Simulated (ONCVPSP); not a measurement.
**Pseudopotential generation for Hf: ONCV, LDA (Perdew-Zunger), non-relativistic.**

ONCVPSP 4.0.1 input, shortened (lines: element, Z, core and valence counts, functional; n l f; lmax; l rc ep ncon nbas qcut; lloc lpopt rc5 dvloc0; l nproj debl; icmod fcfact rcfact), LDA (Perdew-Zunger), non-relativistic:

```
  Hf 72.00   10    4        3      upf
    1    0    2.00
    2    0    2.00
    2    1    6.00
    3    0    2.00
    3    1    6.00
    3    2   10.00
    4    0    2.00
    4    1    6.00
    4    2   10.00
    4    3   14.00
    5    0    2.00
    5    1    6.00
    5    2    2.00
    6    0    2.00
    2
    0    2.35    0.00    4    8    6.40
    1    2.20    0.00    4    7    7.70
    2    2.70    0.00    4    8    6.10
    4    5    1.55    0.00
    0    2    1.30
    1    2    2.20
    2    1    2.50
    3    3.75    1.65
```

All-electron outer shells of the reference configuration (LDA (Perdew-Zunger), non-relativistic, ld1.x):

```json
{"shell": "5s", "level (eV)": "-55.77", "outermost node (bohr)": "0.60", "outermost maximum (bohr)": "1.10"}
{"shell": "5p", "level (eV)": "-33.91", "outermost node (bohr)": "0.62", "outermost maximum (bohr)": "1.20"}
{"shell": "4f", "level (eV)": "-23.71", "outermost node (bohr)": "–", "outermost maximum (bohr)": "0.45"}
{"shell": "6s", "level (eV)": "-4.54", "outermost node (bohr)": "1.50", "outermost maximum (bohr)": "3.15"}
{"shell": "5d", "level (eV)": "-3.91", "outermost node (bohr)": "0.67", "outermost maximum (bohr)": "1.65"}
```

Estimate the cutoffs (Ha) at which the residual kinetic energy of the hardest occupied pseudo-wave falls to 1 and 0.1 mHa per electron.

11 Ha and 17 Ha.

Does the potential have ghost states?

No bound ghost flagged; GHOST(+) flagged for s at 110.4 eV.

Tests: 5s2 5p6 5d2 6s1; 5s2 5p6 5d2 6s0; 5s2 5p6 5d1 6s0; 5s2 5p6 5d3 6s0. Which has the largest error in its energy relative to the reference configuration, and how large is it?

5s2 5p6 5d1 6s0, with -24 meV (all-electron minus pseudo) on +43.13 eV.
